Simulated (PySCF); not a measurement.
thiadiazoloquinoxaline (C8H4N4S), SMILES c1cnc2cc3nsnc3cc2n1. Heavy atoms are numbered as in [cH:1]1[cH:2][n:3][c:4]2[cH:5][c:6]3[n:7][s:8][n:9][c:10]3[cH:11][c:12]2[n:13]1. Hydrogens are named by the atom that carries them.

Geometry: PBE0-D3(BJ)/def2-SVP.

The numbers are results of PySCF with PBE/def2-SVP, not measurements.

Atomic charges (e), one atom of each kind:

```tsv
atom	Löwdin	Mulliken	IAO
C1 (CH)	0.00	0.01	-0.03
N3	-0.03	-0.04	-0.22
C4	-0.02	0.02	0.08
C5 (CH)	-0.01	-0.03	-0.15
C6	-0.06	0.07	0.06
N7	-0.27	-0.27	-0.45
S8	0.64	0.49	0.76
H on C1	0.03	0.02	0.15
H on C5	0.05	-0.02	0.17
```

Task: Give the Mayer and Wiberg (Löwdin basis) orders of the bonds. (Estimate from the structure and the level; the computed values follow.)

Result: 
| bond | Mayer | Wiberg |
|---|---|---|
| C1–C2 | 1.16 | 1.25 |
| C2–N3 | 1.72 | 1.82 |
| N3–C4 | 1.35 | 1.37 |
| C4–C5 | 1.32 | 1.44 |
| C5–C6 | 1.20 | 1.33 |
| C6–N7 | 1.42 | 1.56 |
| N7–S8 | 1.29 | 1.50 |
| S8–N9 | 1.29 | 1.50 |
| C6–C10 | 1.11 | 1.14 |
| N9–C10 | 1.42 | 1.56 |
| C10–C11 | 1.20 | 1.33 |
| C4–C12 | 1.11 | 1.15 |
| C11–C12 | 1.32 | 1.44 |
| C1–N13 | 1.72 | 1.82 |
| C12–N13 | 1.35 | 1.37 |
